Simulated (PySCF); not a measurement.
Two species compared at the same levels of theory.

First species: C3H9ClOSi2.
SMILES: `C=C[Si@H](Cl)[SiH2]OC`

Second species: C5H7F.
Numbering: `[CH2:1]=[C:2]1[CH2:3][CH:4]([F:5])[CH2:6]1` (hydrogens: H7, H8 on C1; H9, H10 on C3; H11 on C4; H12, H13 on C6)

Cartesian coordinates in Å at the GFN2-xTB level; atoms count from 1:
```
atom  x, y, z in Å
C1     1.9647    0.2046    0.3778
C2     0.6882    0.0428    0.1046
C3    -0.2549    0.6743   -0.8875
C4    -1.4146   -0.0125   -0.1501
F5    -2.2192   -0.7905   -0.9467
C6    -0.4092   -0.7977    0.7062
H7     2.5787    0.8923   -0.1784
H8     2.4456   -0.3454    1.1687
H9    -0.2767    1.7620   -0.9154
H10   -0.1327    0.2941   -1.9011
H11   -2.0788    0.6564    0.4036
H12   -0.3569   -1.8465    0.4156
H13   -0.5385   -0.7334    1.7849
```

Levels: CAM-B3LYP/def2-SVPD for dipole moment, HOMO energy, LUMO energy, HOMO–LUMO gap, static isotropic polarisability and electronic spatial extent ⟨r²⟩ about the centre of nuclear charge; TDDFT CAM-B3LYP/def2-SVPD for lowest singlet excitation; TDA CAM-B3LYP/def2-SVPD for lowest triplet excitation (Tamm–Dancoff); GFN2-xTB for rotational constant A and rotational constant C. Geometries: GFN2-xTB. Each structure is a single optimised conformer of the isolated species, non-relativistic unless stated; the electronic structure was computed with PySCF and density fitting.

Dipoles, sizes and rotational constants follow the conformer. The torsions of the flexible species, by atom-mapped SMILES:
- `[CH2:1]=[CH:2][Si@H:3]([Cl:4])[SiH2:5][O:6][CH3:7]`: C1–C2–Si3–Cl4 4°, C2–Si3–Si5–O6 -65°, Si3–Si5–O6–C7 -179°

```tsv
property	column X	column Y
dipole moment	2.47 D	1.57 D
HOMO energy	-9.04 eV	-8.74 eV
LUMO energy	0.24 eV	1.00 eV
HOMO–LUMO gap	9.28 eV	9.74 eV
lowest singlet excitation	6.16 eV	6.93 eV
lowest triplet excitation (Tamm–Dancoff)	4.29 eV	4.29 eV
static isotropic polarisability	107.2 au	58.6 au
electronic spatial extent ⟨r²⟩ about the centre of nuclear charge	1811 bohr²	589 bohr²
rotational constant A	2.315 GHz	9.644 GHz
rotational constant C	0.629 GHz	2.108 GHz
```

(1) Which column belongs to which species?

(2) How does each property change from the first species to the second?

## Answers

(1) Column X is the first species and column Y the second. The first has 16 atoms and 80 electrons, the second 13 and 46.

(2) dipole moment -0.90 D; HOMO energy +0.30 eV; LUMO energy +0.76 eV; HOMO–LUMO gap +0.46 eV; lowest singlet excitation +0.77 eV; lowest triplet excitation (Tamm–Dancoff) 0.00 eV; static isotropic polarisability -48.6 au; electronic spatial extent ⟨r²⟩ about the centre of nuclear charge -1222 bohr²; rotational constant A +7.329 GHz; rotational constant C +1.479 GHz.

On the first: No computed singlet falls in the visible range (750 to 380 nm, 1.65 to 3.26 eV); S1 lies 2.90 eV above its blue end. S1 lies 3.12 eV below the HOMO–LUMO gap; its leading configuration is HOMO→LUMO, weight 0.79.

On the second: No computed singlet falls in the visible range (750 to 380 nm, 1.65 to 3.26 eV); S1 lies 3.67 eV above its blue end. The polarisability is 8.68 Å³ as a volume (1 au = 0.148185 Å³), or 1.27 au for each of the 46 electrons.
